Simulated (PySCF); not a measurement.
H₅P₂, SMILES P[PH3+], charge +1. Geometry: PBE0-D3(BJ)/def2-TZVP. The isomer is the one that the SMILES or the coordinates give; other isomers of the formula were not compared.

Level of theory: PBE0-D3(BJ)/def2-TZVP in PySCF.

Harmonic wavenumbers (cm⁻¹): 190, 455, 507, 517, 815, 855, 997, 1075, 1093, 1095, 2409, 2423, 2496, 2529, 2538. Rotational constants (GHz): 56.09, 5.695, 5.670; symmetry number 1.

Work out the zero-point energy and the ideal-gas rigid-rotor harmonic-oscillator thermochemistry at 298.15 K and 1 atm.

ZPE = ½ Σ hcν = ½ × 19992 cm⁻¹ = 119.58 kJ/mol. H − E(el) = 133.49 kJ/mol. Entropy in J/(mol K): translation 161.18, rotation 94.98, vibration 20.58, total 276.74. G − E(el) = 50.98 kJ/mol. Cp = 67.16 J/(mol K).
